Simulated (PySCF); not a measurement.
## `O[SiH2][SiH]([SiH3])[SiH3]` in a uniform electric field

H10OSi4.
Numbering: `[OH:1][SiH2:2][SiH:3]([SiH3:4])[SiH3:5]` (hydrogens: H6 on O1; H7, H8 on Si2; H9 on Si3; H10, H11, H12 on Si4; H13, H14, H15 on Si5)

Structure used (GFN2-xTB), in Å, numbered top down from 1:
```
atom  x, y, z in Å
O1    -1.577    0.680   -1.674
Si2   -1.098    1.684   -0.476
Si3    0.365    0.249    0.593
Si4    2.174   -0.366   -0.741
Si5   -0.701   -1.585    1.560
H6    -2.212    0.947   -2.332
H7    -2.290    2.138    0.256
H8    -0.554    2.909   -1.082
H9     0.927    1.044    1.719
H10    3.162   -1.184   -0.027
H11    1.753   -1.160   -1.899
H12    2.921    0.774   -1.284
H13    0.180   -2.357    2.444
H14   -1.183   -2.530    0.549
H15   -1.870   -1.235    2.375
```

Level: B3LYP/def2-SVPD (PySCF); nuclei fixed, core orbitals frozen in the response. Permanent dipole (-0.814, 0.945, -0.513) D (1 au = 2.5417 D). Static polarisability (au):

```
x   130.63  -6.49  -9.95
y    -6.49 126.28 -13.16
z    -9.95 -13.16 116.44
```

Only the terms in μ and α are kept: μ(F) = μ + αF and ΔE = −μ·F − ½ F·αF.

Task: What do fields of 0.411 V/Å (0.008 au) along the six axis directions do?

Result: 
```csv
field along,induced x (D),induced y (D),induced z (D),total size (D),−μ·F (kJ/mol),−½F·αF (kJ/mol)
+x,2.656,-0.132,-0.202,2.137,+6.727,-10.975
−x,-2.656,0.132,0.202,3.647,-6.727,-10.975
+y,-0.132,2.568,-0.268,3.721,-7.809,-10.610
−y,0.132,-2.568,0.268,1.777,+7.809,-10.610
+z,-0.202,-0.268,2.368,2.221,+4.239,-9.783
−z,0.202,0.268,-2.368,3.185,-4.239,-9.783
```

Task: For the field (-0.0024, 0.0064, 0.0008) au, what is the induced dipole, and what angle does it make with the field?

Result: αF = (-0.923, 2.067, 0.083) D, at 5.7° to the field. The polarisability along this direction, F·αF/F², is 128.85 au, against a mean of 124.45 au.

Task: At what field along the permanent dipole would the induced dipole along it equal the permanent one, in this linear picture?

Result: The polarisability along the dipole is 134.38 au, so F = 0.5306 au / 134.38 au = 0.0039 au = 0.20 V/Å; higher-order terms are ignored.

Task: What field makes μF equal to kT at 400 K?

Result: kT = 1.2667 × 10⁻³ Eh, so F = 0.00239 au = 12.3 MV/cm.

Task: Induction energy −ᾱe²/2R⁴ of a unit charge at 10 Å, the molecule taken as a point?

Result: R = 18.90 bohr, so the energy is −124.4/(2 × 18.90⁴) Eh = -1.28 kJ/mol. The charge–dipole term at its most favourable orientation, −μe/R², is -3.9 kJ/mol.

The structure is a single GFN2-xTB conformer in the gas phase; no vibrational or solvent corrections.
